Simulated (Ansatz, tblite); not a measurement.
Isomers of B₃P₂ (doublet), found by a short tight-binding search and relaxed with PBE-D4/def2-SVP in Ansatz.

The xTB rows come from tblite.

Run but left out: HF/def2-TZVPP, PBE0-D4/def2-TZVP, PBE-QIDH/def2-TZVP, MP2/def2-TZVPP, CCSD/def2-TZVPP, CCSD(T)/def2-TZVPP (A: ⟨S²⟩ 1.11 to 2.38, where a pure state has 0.75).

A: At PBE-D4/def2-TZVP, r2SCAN-D4/def2-TZVP the charge 0 doublet is spin-contaminated (final ⟨S²⟩ up to 1.00, 0.75 for a pure state). At BLYP-D4/def2-TZVP the gap within one spin of the charge 0 doublet nearly closes, so an electron or hole may be smeared out by delocalisation error.

Other spin states were run for one of them alone.

A:

Cartesian coordinates in Å:
```
B 1.0454 -0.9645 -0.6959
B -1.0466 0.9632 0.6959
B -0.0011 -0.0012 0.0000
P -2.1885 2.0191 1.4562
P 2.1908 -2.0167 -1.4562
```

B:

```xyz
5

B    -0.9351   -0.4196    0.6115
B     0.1877    0.5779   -0.2587
B     0.4390   -1.1075    0.0721
P    -1.4428    1.2740    0.4146
P     1.7511   -0.3249   -0.8395
```

C:

```xyz
5

B    -0.058   -1.261   -0.469
B     0.429   -0.567    0.901
B    -0.446    0.194   -1.040
P     1.108    0.931   -0.134
P    -1.033    0.704    0.742
```

Problem. Estimate which lies lowest at each level, and how far above it the others are (kcal/mol).

Solution. 
```json
{"level": "GFN1-xTB", "A": "15.9", "B": "13.3", "C": "0.0"}
{"level": "GFN2-xTB", "A": "0.0", "B": "3.5", "C": "24.1"}
{"level": "PBE-D4/def2-TZVP", "A": "53.7", "B": "0.0", "C": "44.4"}
{"level": "BLYP-D4/def2-TZVP", "A": "35.7", "B": "0.0", "C": "50.7"}
{"level": "r2SCAN-D4/def2-TZVP", "A": "56.4", "B": "0.0", "C": "45.9"}
```
Point groups (tolerance 0.1 Å): A D∞h, B C2v, C C2v. Lower isomers may exist.
